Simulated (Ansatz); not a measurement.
H8N2O3Si2 (`N[SiH](O)[Si](N)(O)O`) from Hartree–Fock to CCSD(T)

Z-matrix (Å, degrees):
```
Si
O 1 1.658
Si 1 2.339 2 102.2
N 1 1.715 2 112.5 3 -120.8
H 1 1.492 2 110.2 3 122.9
H 2 0.960 1 115.8 3 167.1
N 3 1.723 1 120.3 2 29.2
O 3 1.646 1 106.7 2 150.4
O 3 1.651 1 103.0 2 -88.5
H 4 1.007 1 121.0 2 84.2
H 4 1.006 1 121.1 2 -124.6
H 7 1.010 3 117.6 1 -58.8
H 7 1.009 3 117.7 1 75.6
H 8 0.960 3 117.1 1 -176.1
H 9 0.960 3 116.2 1 162.0
```

Total charge 0; spin multiplicity 1. The structure was optimised at the PBE0-D4/def2-TZVP level. It is one conformer, not always the lowest. Frozen core, restricted reference, Ansatz. CBS rows extrapolate triple and quadruple zeta; past MP2 they add the triple-zeta difference.

| basis | HF (Eh) | MP2 corr. |
| --- | --- | --- |
| def2-TZVPP | -916.42571 | -1.38651 |
| def2-QZVPP | -916.46144 | -1.49719 |

**Question.** Estimate the CCSD correlation energy and the (T) correction in each basis where they were run (hartree).

**Answer.** 
| basis | CCSD corr. | (T) |
| --- | --- | --- |
| def2-TZVPP | -1.42356 | -0.05245 |
| CBS(def2) | -1.61622 | as TZ |
